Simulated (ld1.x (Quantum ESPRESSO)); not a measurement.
**sulfur (S): one change to a TM semilocal potential, before and after**

```
Element                 : sulfur (S)
Generator               : ld1.x (Quantum ESPRESSO) 7.5
Type                    : norm-conserving Troullier–Martins (semilocal form)
Functional              : LDA (PZ)
Relativity              : scalar-relativistic
Frozen core             : [Ne]
Valence charge          : 6
Reference configuration : 3s2 3p4
Partial waves           : 3p (bound): rc 1.75 bohr; 3s (bound): rc 1.35 bohr
Local potential         : the s channel
Core correction         : a·sin(br)/r model core inside 0.65 bohr
```

Change: type PAW, which also changes the form from semilocal to separable; waves now 3s (bound): rcut 1.15, rcutus 1.35 bohr; 3s channel at 0.8 Ry: rcut 1.15, rcutus 1.35 bohr; 3p (bound): rcut 1.50, rcutus 1.75 bohr; 3p channel at 3.4 Ry: rcut 1.50, rcutus 1.75 bohr; local potential all-electron potential smoothed inside 1.35 bohr (lloc = -1); augmentation PSQ, inside the norm-conserving radii.

Cutoffs: the cutoffs (Ry, on a coarse ladder) from which the occupation-weighted sum of valence levels, in a spherical-Bessel basis at the reference potential, stays within 10 and 1 mRy of its value at 400 Ry; they do not see the model core or the augmentation charge, which bear on the density cutoff. Errors are all-electron minus pseudo energies relative to the spin-unpolarised reference configuration.

**Question.** What does the change do?

**Answer.** The potential gets softer (40 Ry and 60 Ry → 21 Ry and 35 Ry); of the 9 tests that both files solve, the error grows in 1 and shrinks in 7 by more than 15 % and 0.3 meV (median size 8.3 → 2.3 meV); neither file shows a bound ghost. In the semilocal form every listed channel keeps its own potential, so the choice of the local channel does not act on these tests. It acts once the file is put into the separable form. A semilocal file is local in each channel, so a ghost entry of none says nothing of the separable form that plane-wave codes build from it. Several settings change at once here, so the effects cannot be laid on one of them.

```tsv
quantity	base	changed
cutoff, loose	40 Ry	21 Ry
cutoff, tight	60 Ry	35 Ry
loose cutoff by channel (10 mRy a level)	p 10 Ry, s 21 Ry	s 18 Ry, p 15 Ry
bound ghosts	none	none
error for 3s2 3p3, meV [ΔE 11.86 eV]	+2.8	-1.5
error for 3s2 3p2, meV [ΔE 34.24 eV]	+22	-9.1
error for 3s2 3p1, meV [ΔE 68.39 eV]	+77	-38
error for 3s1 3p5, meV [ΔE 10.24 eV]	0.0	-0.5
error for 3s2 3p0, meV [ΔE 115.38 eV]	+192	-120
error for 3s1 3p4, meV [ΔE 22.66 eV]	+4.6	-2.3
error for 3s2 3p3.5, meV [ΔE 4.71 eV]	+0.3	-0.4
error for 3s2 3p4 (spin-polarised), meV [ΔE -0.71 eV]	+8.3	-0.4
error for 3s2 3p3 (spin-polarised), meV [ΔE 9.90 eV]	+26	-3.3
s: phases at 1.91 bohr within 0.05 rad from the reference energy up to (Ry; the scan ends near 5)	4.1	to the end of the scan
p: phases at 1.91 bohr within 0.05 rad from the reference energy up to (Ry; the scan ends near 5)	to the end of the scan	to the end of the scan
```
